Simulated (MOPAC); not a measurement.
MOPAC input (MNDO):

```
MNDO PRECISE GNORM=0.05 LET XYZ GEO-OK AUX(PRECISION=9) THREADS=1
GeO2

Ge    0.00000000 1    0.00000000 1    0.00000000 1
O     0.00000000 1    0.00000000 1    1.62404800 1
O    -0.00000000 1   -0.00000000 1   -1.62404800 1
```

Output:

```
 *******************************************************************************
 **                                                                           **
 **                              MOPAC v23.2.5                                **
 **                                                                           **
 *******************************************************************************
 ** MOPAC's Digital Object Identifier: https://doi.org/10.5281/zenodo.6511958 **
 **                                                                           **
 ** Please cite the open-source release paper for use of this MOPAC version:  **
 ** J. E. Moussa and J. J. P. Stewart (2026)                                  **
 ** MOPAC: An open-source semiempirical molecular orbital program             **
 ** J. Open Source Softw., 11(119), 8025, https://doi.org/10.21105/joss.08025 **
 *******************************************************************************

                              MNDO CALCULATION RESULTS

 *******************************************************************************
 *  MNDO       - The MNDO Hamiltonian to be used
 *  GEO-OK     - OVERRIDE INTERATOMIC DISTANCE AND OTHER SAFETY CHECKS
 *  LET        - OVERRIDE SOME SAFETY CHECKS
 *  PRECISE    - TIGHTER CRITERIA TO BE USED
 *  XYZ        - CARTESIAN COORDINATE SYSTEM TO BE USED
 *  GNORM      - EXIT WHEN GRADIENT NORM DROPS BELOW 0.050
 *  AUX        - OUTPUT AUXILIARY INFORMATION
 *******************************************************************************
MNDO PRECISE GNORM=0.05 LET XYZ GEO-OK AUX(PRECISION=9) THREADS=1
 GeO2

   ATOM   CHEMICAL          X               Y               Z
  NUMBER   SYMBOL      (ANGSTROMS)     (ANGSTROMS)     (ANGSTROMS)

     1      Ge          0.00000000  *   0.00000000  *   0.00000000  *
     2       O          0.00000000  *   0.00000000  *   1.62404800  *
     3       O         -0.00000000  *  -0.00000000  *  -1.62404800  *

          CARTESIAN COORDINATES

    NO.       ATOM           X           Y           Z

     1        Ge          0.0000      0.0000      0.0000
     2         O          0.0000      0.0000      1.6240
     3         O         -0.0000     -0.0000     -1.6240

  O: (MNDO): M.J.S. DEWAR, W. THIEL, J. AM. CHEM. SOC., 99, 4899, (1977)
 Ge: (MNDO): M.J.S.DEWAR, G.L.GRADY, E.F.HEALY,ORGANOMETALLICS 6 186-189 (1987)

           Empirical Formula: O2 Ge  =     3 atoms

      MOLECULAR POINT GROUP   :   D*h

      RHF CALCULATION, NO. OF DOUBLY OCCUPIED LEVELS = 8

          Geometry optimization using EF

          DIAGONAL MATRIX USED AS START HESSIAN

 CYCLE:     1  GRAD.:    34.214 HEAT:  47.49356
 CYCLE:     2  GRAD.:    93.260 HEAT:  53.50973
 CYCLE:     3  GRAD.:     6.770 HEAT:  46.88497
 CYCLE:     4  GRAD.:     1.503 HEAT:  46.85876
 CYCLE:     5  GRAD.:     0.031 HEAT:  46.85746

     GRADIENT =  0.03132 IS LESS THAN CUTOFF =  0.05000

 -------------------------------------------------------------------------------
 MNDO PRECISE GNORM=0.05 LET XYZ GEO-OK AUX(PRECISION=9) THREADS=1
 GeO2

     GEOMETRY OPTIMISED USING EIGENVECTOR FOLLOWING (EF).
     SCF FIELD WAS ACHIEVED

                              MNDO CALCULATION
                                                       MOPAC v23.2.5 Linux

          FINAL HEAT OF FORMATION =         46.85746 KCAL/MOL =     196.05159 KJ/MOL

          COSMO AREA              =         87.70 SQUARE ANGSTROMS
          COSMO VOLUME            =         73.92 CUBIC ANGSTROMS

          GRADIENT NORM           =          0.03132          =       0.01809 PER ATOM
          IONIZATION POTENTIAL    =         10.385244 EV
          HOMO LUMO ENERGIES (EV) =        -10.385 -0.608
          NO. OF FILLED LEVELS    =          8
          MOLECULAR WEIGHT        =        104.5888         POINT GROUP:  D*h

          MOLECULAR DIMENSIONS (Angstroms)

            Atom       Atom       Distance
            O     3    O     2     3.30169
            O     3    O     2     0.00000
           Ge     1    O     2     0.00000

          SCF CALCULATIONS        =          6

   ATOM   CHEMICAL          X               Y               Z
  NUMBER   SYMBOL      (ANGSTROMS)     (ANGSTROMS)     (ANGSTROMS)

     1      Ge         -0.00000000  *   0.00000000  *   0.00000000  *
     2       O          0.00000000  *  -0.00000000  *   1.65084580  *
     3       O          0.00000000  *  -0.00000000  *  -1.65084580  *

                             CARTESIAN COORDINATES

   1   Ge       -0.000000000     0.000000000     0.000000000
   2    O        0.000000000    -0.000000000     1.650845803
   3    O        0.000000000    -0.000000000    -1.650845804

           Empirical Formula: O2 Ge  =     3 atoms

      MOLECULAR POINT GROUP   :   D*h

                  EIGENVALUES
 -36.22202 -35.34775 -13.41044 -12.32937 -12.32937 -11.77883 -10.38524 -10.38524
  -0.60836  -0.01627  -0.01627   6.04990

              NET ATOMIC CHARGES AND DIPOLE CONTRIBUTIONS

  ATOM NO.   TYPE          CHARGE      No. of ELECS.   s-Pop       p-Pop
    1         Ge           1.520094        2.4799     0.83866     1.64124
    2          O          -0.760047        6.7600     1.91581     4.84424
    3          O          -0.760047        6.7600     1.91581     4.84424
 DIPOLE           X         Y         Z       TOTAL
 POINT-CHG.    -0.000     0.000     0.000     0.000
 HYBRID         0.000    -0.000     0.000     0.000
 SUM            0.000    -0.000     0.000     0.000

          ATOMIC ORBITAL ELECTRON POPULATIONS

     Atom    s        px        py        pz
    1 Ge   0.83866   0.47631   0.47631   0.68862
    2  O   1.91581   1.76184   1.76184   1.32056
    3  O   1.91581   1.76184   1.76184   1.32056

 **********************
 *                    *
 * JOB ENDED NORMALLY *
 *                    *
 **********************

 == MOPAC DONE ==
```

The geometry given is a B3LYP-D3(BJ)/def2-TZVP minimum.
